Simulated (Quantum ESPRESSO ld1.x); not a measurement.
The numbers below are computed, except where a source is named.
Problem. Coherent X-ray form factor from a spherical all-electron density. Code: ld1.x of Quantum ESPRESSO 7.5. Model: scalar-relativistic Kohn-Sham, LDA (Slater exchange, Perdew-Zunger correlation), spin-polarised, spherical densities, point nucleus.

| sin(theta)/lambda (1/angstrom) | f0 (electrons) |
|---|---|
| 0.05 | 41.440 |
| 0.1 | 39.882 |
| 0.15 | 37.633 |
| 0.2 | 35.050 |
| 0.25 | 32.430 |
| 0.3 | 29.965 |
| 0.4 | 25.822 |
| 0.5 | 22.729 |
| 0.6 | 20.402 |
| 0.8 | 16.891 |
| 1 | 13.943 |
| 1.25 | 10.814 |
| 1.5 | 8.516 |
| 2 | 6.097 |

The species is in the configuration that NIST lists as its ground one. Which atom or ion scatters so?

Solution. The ruthenium ion Ru2+, [Kr] 4d6. Extrapolating in s^2 from the first two rows gives f0(0) = 42.0, near the electron count 42; among species with that count, the fall with angle is slower the higher Z, and the table is that of Z = 44; from so few rows the species is fixed only to a neighbour or two.
